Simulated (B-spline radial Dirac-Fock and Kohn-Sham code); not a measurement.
**Ionisation of each subshell: Sm⁹⁺**

System: the Sm⁹⁺ ion, configuration [Kr] 4d10 4f4 5s2 5p1; nuclear rms radius 5.0819 fm (A = 152).

Model: relaxed Dirac-Fock hole states (ΔSCF) with Breit and QED corrections and a finite nucleus. Program: a radial B-spline solver. Correlation and solid-state effects are left out. Energies are counted from the vacuum level.

All terms are in eV, carry their sign (relaxation lowers the binding energy) and add up to the binding energy; ⟨r⟩ is the mean radius of the orbital in the initial state.

```
subshell  −ε (Koopmans)  relaxation    Breit     QED  binding energy  ⟨r⟩ (bohr)
      1s        47255.3      -70.05  -128.11  -66.11         46991.0       0.023
      2s         7958.8      -37.16   -13.21   -8.88          7899.6       0.096
   2p1/2         7532.4      -41.14   -22.01    0.40          7469.7       0.081
   2p3/2         6927.8      -39.18   -14.10   -0.58          6874.0       0.087
      3s         1907.0      -16.36    -2.19   -1.94          1886.5       0.254
   3p1/2         1723.0      -17.08    -3.81    0.07          1702.2       0.244
   3p3/2         1597.9      -16.23    -2.23   -0.12          1579.4       0.256
   3d3/2         1283.5      -18.22    -1.48    0.18          1264.0       0.228
   3d5/2         1256.8      -17.88    -0.86    0.10          1238.1       0.232
      4s          515.0       -4.58    -0.44   -0.44           509.5       0.576
   4p1/2          441.8       -4.45    -0.76    0.03           436.6       0.591
   4p3/2          413.7       -4.05    -0.41   -0.02           409.2       0.617
   4d3/2          292.0       -3.70    -0.19    0.04           288.2       0.653
   4d5/2          286.9       -3.56    -0.07    0.03           283.3       0.662
      4f          150.9       -2.60     0.09    0.03           148.4       0.773
      5s          171.1       -0.41    -0.10   -0.10           170.5       1.269
      5p          147.3       -0.29    -0.11    0.00           146.9       1.401
```

For the deepest level, K (1s), the Breit terms make up -0.273 % of the binding energy, QED -0.141 % and orbital relaxation -0.149 %.

Spin-orbit splittings: 2p 595.7 eV, 3p 122.8 eV, 3d 25.91 eV, 4p 27.34 eV, 4d 4.89 eV.

Going to the tabulated ground configuration of the next ion removes an electron from O2,3 (5p), computed at 146.9 eV. NIST lists 158 ± 8 eV as the ionisation energy of this species (theoretical), +11.07 eV from the computed value. Where a p, d or f shell is open in either ion the computed value averages over both j values and all terms, while the table refers to the lowest levels; that difference holds spin-orbit splitting (largest in heavy or highly charged ions), term energies where several electrons share open shells, and correlation, and it can reach 10 % or more.
